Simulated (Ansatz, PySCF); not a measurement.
Si(Me)2(Cl)2 (C2H6Cl2Si), SMILES C[Si](C)(Cl)Cl. Atoms are numbered in the order given.

```xyz
11

C      1.3618     0.0034     1.5681
Si     0.3530     0.0000     0.0000
C      1.3618     0.0034    -1.5681
Cl    -0.8674    -1.6848     0.0000
Cl    -0.8788     1.6766     0.0000
H      2.0003     0.9006     1.6105
H      0.7052     0.0013     2.4515
H      2.0060    -0.8897     1.6106
H      0.7052     0.0013    -2.4515
H      2.0003     0.9006    -1.6105
H      2.0060    -0.8897    -1.6106
```

Geometry optimised at TPSSh-D3(BJ)/def2-SVP. The isomer is the one that the SMILES or the coordinates give; other isomers of the formula were not compared.

Two levels are set side by side: PBE-D3(BJ)/def2-SVP (Ansatz, a first-principles code) and TPSSh-D3(BJ)/def2-SVP (PySCF). Each level has its own optimised geometry; the coordinates shown are those of the second. Frequencies come from the Hessian of PySCF at each geometry. Differences are taken from unrounded values.

| quantity | TPSSh-D3(BJ) |
|---|---|
| mean bond length (Å) | 1.450 |
| bond C1–Si2 (Å) | 1.865 |
| bond Si2–C3 (Å) | 1.865 |
| bond Si2–Cl4 (Å) | 2.080 |
| bond Si2–Cl5 (Å) | 2.080 |
| bond C1–H6 (Å) | 1.102 |
| bond C1–H7 (Å) | 1.101 |
| bond C1–H8 (Å) | 1.102 |
| bond C3–H9 (Å) | 1.101 |
| bond C3–H10 (Å) | 1.102 |
| bond C3–H11 (Å) | 1.102 |
| highest harmonic wavenumber (cm⁻¹) | 3142 |
| mean harmonic wavenumber (cm⁻¹) | 1258 |
| zero-point energy (kcal/mol) | 48.56 |

Q: What does PBE-D3(BJ) give, and how far is it from TPSSh-D3(BJ)? (The exact figures need the calculation; the answer reports its results.)

A: 
```
quantity                            PBE-D3(BJ)  PBE-D3(BJ) minus TPSSh-D3(BJ)
----------------------------------  ----------  -----------------------------
mean bond length (Å)                     1.457                          0.007
bond C1–Si2 (Å)                          1.870                          0.005
bond Si2–C3 (Å)                          1.870                          0.005
bond Si2–Cl4 (Å)                         2.088                          0.008
bond Si2–Cl5 (Å)                         2.088                          0.008
bond C1–H6 (Å)                           1.109                          0.007
bond C1–H7 (Å)                           1.108                          0.007
bond C1–H8 (Å)                           1.109                          0.007
bond C3–H9 (Å)                           1.108                          0.007
bond C3–H10 (Å)                          1.109                          0.007
bond C3–H11 (Å)                          1.109                          0.007
highest harmonic wavenumber (cm⁻¹)        3093                            -49
mean harmonic wavenumber (cm⁻¹)           1224                            -34
zero-point energy (kcal/mol)             47.25                          -1.32
```

GGA bonds tend to be longer and softer than those of functionals with exact exchange. Differences between two approximate levels are no errors against the true value.
